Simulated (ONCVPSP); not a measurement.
# What one change does to a pseudopotential (Ge, ONCV)

ONCVPSP 4.0.1 input, shortened (lines: element, Z, core and valence counts, functional; n l f; lmax; l rc ep ncon nbas qcut; lloc lpopt rc5 dvloc0; l nproj debl; icmod fcfact rcfact), PBE, fully relativistic:

```
  Ge 32.00    5    2        4      upf
    1    0    2.00
    2    0    2.00
    2    1    6.00
    3    0    2.00
    3    1    6.00
    3    2   10.00
    4    0    2.00
    2
    0    1.50    0.00    5    9    5.30
    1    1.25    0.27    3    8    6.60
    2    0.60    0.00    5   10   18.60
    4    3    0.55    1.00
    0    2    2.90
    1    1    1.00
    2    2    0.90
    0    0.00    0.00
```

Open shells are filled in proportion to 2j + 1.

In the d channel the program set the typed energies aside and used -1.799, 0.250 Ha (j = l + 1/2; the other j can differ).

All-electron outer shells of the reference configuration (PBE, scalar-relativistic, ld1.x):

```tsv
shell	level (eV)	outermost node (bohr)	outermost maximum (bohr)
3p	-135.57	0.23	0.54
3d	-49.19	–	0.50
4s	-29.25	0.77	1.66
```

Change: s: qcut 3.6; p: qcut 4.4; d: qcut 12.5.

Cutoffs: the cutoffs (Ha) at which the residual kinetic energy of the hardest occupied pseudo-wave falls to 1 and 0.1 mHa per electron; they do not see the model core or the augmentation charge, which bear on the density cutoff. Errors are all-electron minus pseudo energies relative to the spin-unpolarised reference configuration.

Task: How do hardness, ghosts and transferability respond?

Result: The potential gets harder (678 Ha and 1038 Ha → 1071 Ha and 1158 Ha); both files keep a bound ghost (p, s); of the 4 tests that both files solve, the error grows in 3 and shrinks in 0 by more than 15 % and 0.3 meV (median size 41.1 → 57.0 meV).

| quantity | base | changed |
| --- | --- | --- |
| cutoff, loose | 678 Ha | 1071 Ha |
| cutoff, tight | 1038 Ha | 1158 Ha |
| loose cutoff by channel | s 27 Ha, d 678 Ha | s 19 Ha, d 1071 Ha |
| bound ghosts | s, p3/2, p1/2 | s, p3/2, p1/2 |
| GHOST(+) flags under 300 eV | none | none |
| error for 3d10 4s2 4p2, meV [ΔE -22.89 eV] | +58 | +81 |
| error for 3d10 4s2 4p1, meV [ΔE -15.44 eV] | +34 | +47 |
| error for 3d10 4s1, meV [ΔE 34.79 eV] | +24 | +24 |
| error for 3d10 4s2 4p1.5, meV [ΔE -20.09 eV] | +48 | +67 |
| s: phases at 1.52 bohr within 0.05 rad from the reference energy up to (Ha; the scan ends near 5) | to the end of the scan | to the end of the scan |
| p3/2: phases at 1.27 bohr within 0.05 rad from the reference energy up to (Ha; the scan ends near 5) | 3.1 | 2.5 |
| p1/2: phases at 1.27 bohr within 0.05 rad from the reference energy up to (Ha; the scan ends near 5) | 0.7 | 0.5 |
| d5/2: phases at 0.61 bohr within 0.05 rad from the reference energy up to (Ha; the scan ends near 5) | to the end of the scan | to the end of the scan |
| d3/2: phases at 0.61 bohr within 0.05 rad from the reference energy up to (Ha; the scan ends near 5) | to the end of the scan | to the end of the scan |

 A true bound ghost makes a file unfit for plane-wave use even where its test errors are small: the radial tests pick states by their node count and pass the ghost by.
